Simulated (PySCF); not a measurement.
C₃H₅F₃, SMILES C[C@@H](F)C(F)F.

Coordinates come from a B3LYP-D3(BJ)/def2-SVP optimisation. The structure was generated by enumeration; whether it is a known compound was not checked. One conformer was computed; it need not be the lowest.

Computed with TDA-PBE0/def2-SVPD (PySCF 2.14.0).

Vertical excitations. Isolated molecule, no solvent.

Computed lowest excited states:
```tsv
state	energy (eV)	λ (nm)	f	main pairs
S1	8.78	141	0.023	HOMO→LUMO 95 %
S2	9.35	133	0.006	HOMO−1→LUMO 91 %
S3	9.49	131	0.005	HOMO→LUMO+1 82 %
S4	9.80	126	0.025	HOMO→LUMO+2 54 %, HOMO→LUMO+3 32 %
S5	9.99	124	0.018	HOMO→LUMO+3 57 %, HOMO→LUMO+2 35 %
S6	10.06	123	0.031	HOMO−1→LUMO+1 73 %
S7	10.41	119	0.055	HOMO−1→LUMO+2 50 %, HOMO−1→LUMO+3 16 %, HOMO−1→LUMO+1 15 %, HOMO−2→LUMO 12 %
S8	10.43	119	0.047	HOMO−2→LUMO 69 %, HOMO−1→LUMO+2 12 %
S9	10.58	117	0.025	HOMO−1→LUMO+3 66 %, HOMO−1→LUMO+2 24 %
S10	10.61	117	0.017	HOMO→LUMO+4 65 %
T1	8.41	147	0	HOMO→LUMO 83 %
T2	9.01	138	0	HOMO−1→LUMO 72 %
T3	9.12	136	0	HOMO→LUMO+1 50 %, HOMO→LUMO+2 12 %, HOMO→LUMO 11 %, HOMO−1→LUMO 9 %
T4	9.39	132	0	HOMO→LUMO+3 36 %, HOMO→LUMO+2 30 %, HOMO→LUMO+1 17 %
```
Triplets are in the Tamm–Dancoff approximation.
